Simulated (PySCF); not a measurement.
**Assignment exercise: C₄H₂F₆O**

Atom-mapped SMILES (the numbers label the heavy atoms): `[CH2:1]=[C:2]([O:3][C:4]([F:5])([F:6])[F:7])[C:8]([F:9])([F:10])[F:11]`. Hydrogens are named by the atom that carries them. Ha(C1) is cis to O3; Hb(C1) is trans to O3.

Theoretical values (PySCF): geometry: GFN2-xTB, shielding tensors at PBE0/pcSseg-1 (GIAO). A single conformation, isolated molecule, one averaged value for each set of equivalent atoms, non-relativistic.

Scale: TMS for 13C (186.93 ppm) and 1H (31.72 ppm) (reference shieldings calculated alike).

Problem. Assign these signals to the numbered atoms. 13C{1H} NMR (computed): δ 152.2, 129.7, 127.9, 106.2.

Solution. 
| δ (ppm) | atoms | environment | reason |
| --- | --- | --- | --- |
| 152.2 | C2 | alkene carbon bearing oxygen | an sp2 carbon further deshielded by the attached heteroatom |
| 129.7 | C4 | CF3 carbon | 4 electronegative neighbours deshield it |
| 127.9 | C8 | CF3 carbon | – |
| 106.2 | C1 | β carbon of an enol-ether or enamine type C=C | the O or N lone pair pushes π density onto this β carbon and shields it |

C4 and C8 lie closer than the usual error of such a calculation, so a measured spectrum could show them in the other order.

Problem. Assign these signals to the numbered atoms. 1H NMR (600 MHz, computed): δ 5.88 (m, 1H), 5.66 (m, 1H).

Solution. 
| δ (ppm) | atoms | environment | reason |
| --- | --- | --- | --- |
| 5.88 | Hb(C1) | hydrogen on a β carbon of an enol-ether or enamine type C=C | attached to an sp2 carbon and in the plane of the double bond |
| 5.66 | Ha(C1) | hydrogen on a β carbon of an enol-ether or enamine type C=C | – |

Splittings by 19F in the carbon and heteronuclear signals aren't shown, as no couplings were computed. Shifts are as computed. Against solution values, carbons near 30 ppm lie about +3 ppm off and those near 130 ppm about +5 ppm. Of 1211 compounds with measured shifts, 218 miss one by over three times the rms of a fit or turn the order of signals round; such compounds aren't used in these exercises. Multiplicities follow the n + 1 count of equivalent neighbours, as no J values were calculated; m marks all less simple cases, F and P coupling included.
